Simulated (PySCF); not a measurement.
Compound: C2H11NSSi3.
Atom-mapped SMILES: `[CH3:1][C:2](=[S:3])[SiH2:4][N:5]([SiH3:6])[SiH3:7]` (hydrogens: H8, H9, H10 on C1; H11, H12 on Si4; H13, H14, H15 on Si6; H16, H17, H18 on Si7)

Computed geometry: GFN2-xTB, gas phase.

Task: Give the optimised bond lengths and angles.

Result: 
| bond | length (Å) | order |
| --- | --- | --- |
| C1–C2 | 1.485 | single |
| C2=S3 | 1.627 | double |
| C2–Si4 | 1.899 | single |
| Si4–N5 | 1.739 | single |
| N5–Si6, N5–Si7 | 1.749 | single |
| C1–H8, C1–H9, C1–H10 | 1.091 | single |
| Si4–H11, Si4–H12 | 1.464 | single |
| Si6–H13 and 5 like bonds | 1.462 | single |

Bonds in one row agree within 0.01 Å and their mean is given. Orders are formal, as drawn. A selection of angles:
| angle | degrees |
| --- | --- |
| C2–C1–H8 | 109.5 |
| C2–C1–H10 | 111.8 |
| H8–C1–H9 | 107.0 |
| H8–C1–H10 | 110.1 |
| C1–C2–S3 | 120.9 |
| C1–C2–Si4 | 119.6 |
| S3–C2–Si4 | 119.5 |
| C2–Si4–N5 | 107.7 |
| C2–Si4–H11 | 109.0 |
| C2–Si4–H12 | 107.2 |
| N5–Si4–H11 | 112.1 |
| N5–Si4–H12 | 108.8 |
| H11–Si4–H12 | 111.9 |
| Si4–N5–Si6 | 119.1 |
| Si4–N5–Si7 | 120.9 |
| Si6–N5–Si7 | 118.3 |
| N5–Si6–H13 | 107.1 |
| N5–Si6–H15 | 109.8 |
| H13–Si6–H14 | 111.3 |
| H13–Si6–H15 | 110.4 |

Dihedral angles: C1–C2–Si4–N5 47° (synclinal); C2–Si4–N5–Si6 -145° (anticlinal). The mirror-image conformer, all signs reversed, is as good.

Si4 (SiH2 silicon) is tetrahedral (angles from 107.2° to 112.1°). Of the pairs four or more bonds apart, Si7···H8 is among the closest relative to their van der Waals radii: 3.07 Å, 93 % of the sum of Bondi's values. Si6 (SiH3 silicon) is tetrahedral (angles from 107.0° to 111.3°). N5 (nitrogen bridging silicon atoms) is almost planar (angles 120.9°, 119.1° and 118.3°, sum 358.4°, 0.13 Å off the plane of its three neighbours).

Point group: C1 (no symmetry element, even within 0.4 Å). Whether it is a minimum is left open (no frequencies). The numbers are those of one conformer.
